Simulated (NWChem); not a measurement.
System: C$_{2}$H$_{4}$BFO$_{2}$; SMILES CC(=O)B(O)F

Here is an NWChem input.

```
start job
memory heap 200 mb stack 700 mb global 900 mb
geometry units angstroms noautosym nocenter noautoz
  C     -1.097477    -1.632759     0.000000
  C      0.107118    -0.743304     0.000000
  O      1.245881    -1.180184     0.000000
  B     -0.007934     0.870818     0.000000
  O      1.140675     1.549230     0.000000
  F     -1.173375     1.499751     0.000000
  H     -1.723458    -1.411599     0.880333
  H     -1.723458    -1.411599    -0.880333
  H     -0.802356    -2.690383     0.000000
  H      1.859303     0.892490     0.000000
end
basis spherical
  * library 6-31g*
end
dft
  xc hfexch
  iterations 150
  mulliken
end
task dft energy
esp
  recalculate
  probe 0.07
  range 0.3
  factor 1.0
  spacing 0.02
end
task esp
```

Geometry: optimised at PBE0/def2-SVP.

Atomic charges in e: unrestrained fits to the electrostatic potential beside Mulliken populations; buried atoms are poorly determined by the fit.

Atoms are numbered as in the input.

Problem. Give the results of this calculation. (Hartree-Fock/6-31G* (spherical d).) Quantities: ESP C1; Mulliken C1; ESP C2; Mulliken C2; ESP O3; Mulliken O3; ESP B4; Mulliken B4; ESP O5; Mulliken O5; relative RMS misfit of the potential (%).

Solution. 
```yaml
ESP C1: -0.25
Mulliken C1: -0.59
ESP C2: 0.43
Mulliken C2: 0.30
ESP O3: -0.53
Mulliken O3: -0.55
ESP B4: 0.69
Mulliken B4: 0.83
ESP O5: -0.65
Mulliken O5: -0.71
relative RMS misfit of the potential (%): 18
```
